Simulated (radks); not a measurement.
Q: Species: Ge VI. Configuration: [Ar] 3d9. Calculated with a radial shooting solver on a logarithmic mesh with Libxc functionals: scalar-relativistic Kohn-Sham, BLYP, spin-polarised, spherical densities, finite nucleus; open shells are filled with parallel spins first; Fermi nuclear charge, rms radius 4.0742 fm. Some entries of the table are withheld. Estimate them.

| orbital | occ. | eigenvalue (Ry) | <1/r> (bohr^-1) | <r> (bohr) |
|---|---|---|---|---|
| 1s up | 1 | -811.6739 | 32.38 | 0.04700 |
| 1s down | 1 | -811.6737 | 32.38 | 0.04700 |
| 2s up | 1 | -106.6943 | 7.105 | 0.2101 |
| 2s down | 1 | -106.6326 | 7.108 | 0.2100 |
| 2p up | 3 | -93.98839 | 6.968 | (1) |
| 2p down | 3 | -93.94195 | 6.970 | (2) |
| 3s up | 1 | (3) | 2.306 | 0.6182 |
| 3s down | 1 | (4) | 2.303 | 0.6188 |
| 3p up | 3 | -14.12666 | 2.161 | (5) |
| 3p down | 3 | -14.02268 | 2.158 | (6) |
| 3d up | 5 | -7.71273 | 1.868 | 0.6828 |
| 3d down | 4 | -7.60931 | 1.862 | 0.6861 |

A: 
(1) 2p up <r> (bohr): 0.1837
(2) 2p down <r> (bohr): 0.1836
(3) 3s up eigenvalue (Ry): -18.02855
(4) 3s down eigenvalue (Ry): -17.92287
(5) 3p up <r> (bohr): 0.6366
(6) 3p down <r> (bohr): 0.6376
